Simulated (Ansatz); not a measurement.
Molecule: phosphorus nitride, PN, net charge 0, singlet state. 
Structure (B3LYP-D3(BJ)/def2-TZVP (Ansatz, a quantum-chemistry and plane-wave program) minimum search):
SMILES: N#P
```xyz
2

N      0.0000     0.0000    -1.0110
P      0.0000     0.0000     0.4718
```
Charge 0, spin multiplicity 1.

Atomisation energy built up term by term with Ansatz (kcal/mol; UHF references for open shells; valence terms freeze the core; atomic spin-orbit terms are left out). CBS(X,Y): correlation extrapolated as X^-3; Hartree-Fock from the larger set (for Q and 5 zeta extrapolated as (X+1)exp(-9√X)).

The Hartree-Fock reference is unstable (checked in the largest basis), which strains HF and MP2. 

```csv
term,basis,kcal/mol
Hartree-Fock,"CBS(cc-pV(Q+d)Z,cc-pV(5+d)Z)",41.03
CCSD correlation,"CBS(cc-pV(Q+d)Z,cc-pV(5+d)Z)",92.71
(T),"CBS(cc-pV(Q+d)Z,cc-pV(5+d)Z)",11.40
CCSDT - CCSD(T),cc-pV(D+d)Z,-0.28
(Q),cc-pV(D+d)Z,1.50
core correlation,cc-pwCVTZ,0.97
scalar relativity (X2C),cc-pVTZ-DK against cc-pVTZ,-0.17
sum: De,,147.2
```

(T) makes 7.9 % of the CCSD(T) atomisation energy.
